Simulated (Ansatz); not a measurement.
Gas-phase electronic energies from Ansatz, PBE0-D4/def2-TZVP geometries. CCSD(T)/CBS adds triple-zeta CCSD(T) − MP2 to the extrapolated MP2 energy (def2 sets, frozen cores). This one scheme is used for every species. Functionals use def2-TZVPP. Each species was taken in one conformer, which may not be the lowest.

Reaction (formal exchange of groups at a C–Si bond): `C=C([SiH3])SC` + BH₃ → `BC(=C)SC` + SiH₄

Is it downhill or uphill in electronic energy at CCSD(T)/CBS, and by how much? (Best estimate.)

The calculation gave: Downhill: ΔE = -7.2 kcal/mol.

What do these levels give: r2SCAN, MP2/def2-TZVPP, CCSD(T)/def2-TZVPP, SCS-MP2/def2-QZVPP, HF/CBS(def2), MP2/CBS(def2)? (An estimate is asked.)

The calculation gave: r2SCAN -9.0, MP2/def2-TZVPP -6.9, CCSD(T)/def2-TZVPP -7.6, SCS-MP2/def2-QZVPP -6.7, HF/CBS(def2) -7.4, MP2/CBS(def2) -6.5 kcal/mol.

Largest T1 diagnostic among the species: 0.012.

The D4 term adds +1.6 kcal/mol with B3LYP and +0.9 kcal/mol with PBE0; it sums over pairs of atoms, weighted by their polarisabilities, and B3LYP, whose exchange is more repulsive, gets the larger term. From PBE to PBE0 (25 % exact exchange), in def2-TZVPP and without D4, ΔE moves by +1.0 kcal/mol.

B3LYP here is the variant with VWN-RPA as its local correlation; programs differ in this.
